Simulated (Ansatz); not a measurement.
Ansatz (a program for electronic structure) input (B3LYP-D3(BJ)/def2-TZVP):

Ansatz 0.2 input:
```yaml
crystal:
  periodic: [false, false, false]
  atoms:
    - {symbol: C, position_ang: [-1.92210992, -1.24771915, -0.07693215]}
    - {symbol: C, position_ang: [-1.08929866, -0.42579380, 0.80803775]}
    - {symbol: C, position_ang: [-0.05773241, 0.48778691, 0.06643959]}
    - {symbol: C, position_ang: [0.77323884, 1.23055983, 1.11275137]}
    - {symbol: C, position_ang: [-0.81910688, 1.51160281, -0.77911493]}
    - {symbol: C, position_ang: [0.84060853, -0.33788827, -0.86876244]}
    - {symbol: C, position_ang: [1.66405861, -1.43444319, -0.20253593]}
    - {symbol: H, position_ang: [-2.83255951, -0.86138993, -0.49191225]}
    - {symbol: H, position_ang: [-1.59398435, -2.21691459, -0.39901619]}
    - {symbol: H, position_ang: [-1.72134977, 0.24052522, 1.40193536]}
    - {symbol: H, position_ang: [-0.52423674, -1.06410893, 1.49121923]}
    - {symbol: H, position_ang: [0.13946124, 1.89301428, 1.69871521]}
    - {symbol: H, position_ang: [1.53968620, 1.83261057, 0.62845388]}
    - {symbol: H, position_ang: [1.25927940, 0.53903631, 1.79601306]}
    - {symbol: H, position_ang: [-0.12382285, 2.19263484, -1.26609767]}
    - {symbol: H, position_ang: [-1.40557330, 1.01326386, -1.54715592]}
    - {symbol: H, position_ang: [-1.49296688, 2.09830100, -0.15846516]}
    - {symbol: H, position_ang: [0.20653346, -0.79319208, -1.63317774]}
    - {symbol: H, position_ang: [1.52284913, 0.35032706, -1.37520248]}
    - {symbol: H, position_ang: [2.33557154, -1.02465190, 0.54725462]}
    - {symbol: H, position_ang: [1.02368520, -2.17453992, 0.26935600]}
    - {symbol: H, position_ang: [2.26789139, -1.94212735, -0.95206561]}
basis:
  gaussian:
    orbitals: def2-TZVP
hamiltonian:
  xc: b3lyp
  dispersion: d3bj
magnetization: {spin_polarized: true, initial_magnetization: 1}
relax: {f_tol: 0.002, max_steps: 150}
```

End of the output:

```
reference -7505.68681907 eV, -275.8289030635 hartree; 29, 28 occupied and 278, 279 virtual orbitals, 1920 factors
relax step   7: F+E_penalty+E_count = -7506.60877711 eV  Δ(F+E_penalty+E_count) = -4.839e-6 eV  max|allowed force component| = 3.332e-3 eV/Å  Δτ_max = 0.0038 Å  (34 SCF iters, accepted)
these checks for a lower state are left out or cut short: starts, cluster_reference, orbital_swaps, neighbouring_geometries, increment
integrals: 0.33 GiB planned
1920 factors; their error is unknown
0.43 GiB of the device are held for the grids
2.17 GiB of device memory are held for the factors and their scratch space
mean field: 2.84 GiB planned
mean field evaluation 64: about -7505.6856 eV, gradient 5.5e-1 eV
mean field -7505.68649108 eV, -275.8288910101 hartree, gradient 1.8e-5 eV, S^2 0.754046; 0 other end points of the search recorded, 0 dependent functions left out
the calculation of the forces begins
reference -7505.68683230 eV, -275.8289035498 hartree; 29, 28 occupied and 278, 279 virtual orbitals, 1920 factors
relax step   8: F+E_penalty+E_count = -7506.60877769 eV  Δ(F+E_penalty+E_count) = -5.805e-7 eV  max|allowed force component| = 9.570e-4 eV/Å  Δτ_max = 0.0020 Å  (34 SCF iters, accepted)
integrals: 0.33 GiB planned
1920 factors; their error is unknown
0.43 GiB of the device are held for the grids
2.17 GiB of device memory are held for the factors and their scratch space
mean field: 2.84 GiB planned
mean field -7505.68649108 eV, -275.8288910101 hartree, gradient 1.8e-5 eV, S^2 0.754046; 1 other end points of the search recorded, 0 dependent functions left out
the calculation of the forces begins
reference -7505.68683230 eV, -275.8289035498 hartree; 29, 28 occupied and 278, 279 virtual orbitals, 1920 factors
Total energy: -7506.60911892 eV, -275.8627969578 hartree
Atom 0 at    -1.942436    -1.263511    -0.062803 Å, force     0.000696     0.000667    -0.000406 eV/Å
Atom 1 at    -1.082969    -0.422422     0.804275 Å, force     0.000957    -0.000824    -0.000021 eV/Å
Atom 2 at    -0.057796     0.494519     0.060723 Å, force    -0.000567     0.000864    -0.000037 eV/Å
Atom 3 at     0.767234     1.239373     1.114879 Å, force     0.000255    -0.000475     0.000291 eV/Å
Atom 4 at    -0.815097     1.517698    -0.792284 Å, force     0.000006     0.000207    -0.000605 eV/Å
Atom 5 at     0.855770    -0.330337    -0.867924 Å, force    -0.000305    -0.000481     0.000314 eV/Å
Atom 6 at     1.663886    -1.446342    -0.210468 Å, force    -0.000322     0.000230     0.000233 eV/Å
Atom 7 at    -2.863587    -0.881756    -0.480467 Å, force    -0.000220    -0.000147     0.000085 eV/Å
Atom 8 at    -1.629866    -2.251756    -0.371032 Å, force    -0.000186    -0.000180     0.000270 eV/Å
Atom 9 at    -1.706072     0.235755     1.418693 Å, force     0.000221     0.000106    -0.000186 eV/Å
Atom 10 at    -0.522166    -1.056586     1.496165 Å, force    -0.000113    -0.000373     0.000023 eV/Å
Atom 11 at     0.124394     1.870865     1.732202 Å, force    -0.000043    -0.000027    -0.000109 eV/Å
Atom 12 at     1.512113     1.883164     0.640928 Å, force     0.000022    -0.000029    -0.000055 eV/Å
Atom 13 at     1.291046     0.552236     1.780893 Å, force     0.000117    -0.000076     0.000072 eV/Å
Atom 14 at    -0.118145     2.193375    -1.293392 Å, force    -0.000113     0.000118    -0.000091 eV/Å
Atom 15 at    -1.414794     1.025648    -1.559837 Å, force     0.000011     0.000156    -0.000120 eV/Å
Atom 16 at    -1.483985     2.123541    -0.176381 Å, force    -0.000006    -0.000016    -0.000020 eV/Å
Atom 17 at     0.236664    -0.760495    -1.660160 Å, force    -0.000169    -0.000041    -0.000025 eV/Å
Atom 18 at     1.542670     0.364024    -1.362488 Å, force    -0.000296     0.000159     0.000243 eV/Å
Atom 19 at     2.327124    -1.066682     0.568263 Å, force     0.000130     0.000073     0.000073 eV/Å
Atom 20 at     1.019437    -2.202446     0.241185 Å, force    -0.000118     0.000021     0.000100 eV/Å
Atom 21 at     2.286700    -1.950973    -0.951232 Å, force     0.000043     0.000070    -0.000029 eV/Å
Dipole moment:     0.051705     0.035077    -0.008827 e Å
```

It need not be the lowest isomer of its formula.
